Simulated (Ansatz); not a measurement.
`OC[BH][AlH][SH]` and `OCBCl` differ in one atom or group.

Ansatz, PBE0-D4/def2-TZVP geometries, multiplicity 1. Each molecule was computed in one conformer, which needn't be the lowest. `OC[BH][AlH][SH]` holds a close contact that its SMILES doesn't draw: B···O 1.69 Å.

```csv
property,`OC[BH][AlH][SH]`
size of the dipole moment (PBE/def2-TZVPP) / D,2.25
HOMO–LUMO gap (PBE/def2-TZVPP) / eV,3.67
HOMO energy (PBE/def2-TZVPP) / eV,-5.92
zero-point energy (PBE0-D4/def2-TZVP) / kJ/mol,189.8
HOMO–LUMO gap (PBE0/def2-TZVPP) / eV,5.56
size of the dipole moment (ωB97M-V/def2-TZVPP) / D,2.13
```

(1) What does the change do to each property? (An estimate is asked.)

## Answers

(1) Computed: 
| property | `OCBCl` | shift |
| --- | --- | --- |
| size of the dipole moment (PBE/def2-TZVPP) / D | 1.05 | -1.20 |
| HOMO–LUMO gap (PBE/def2-TZVPP) / eV | 4.00 | 0.33 |
| HOMO energy (PBE/def2-TZVPP) / eV | -6.45 | -0.53 |
| zero-point energy (PBE0-D4/def2-TZVP) / kJ/mol | 145.0 | -44.8 |
| HOMO–LUMO gap (PBE0/def2-TZVPP) / eV | 6.65 | 1.09 |
| size of the dipole moment (ωB97M-V/def2-TZVPP) / D | 1.24 | -0.89 |

The zero-point energy changes by -44.8 kJ/mol with -9 modes. Dipoles are sizes alone; their direction can turn.
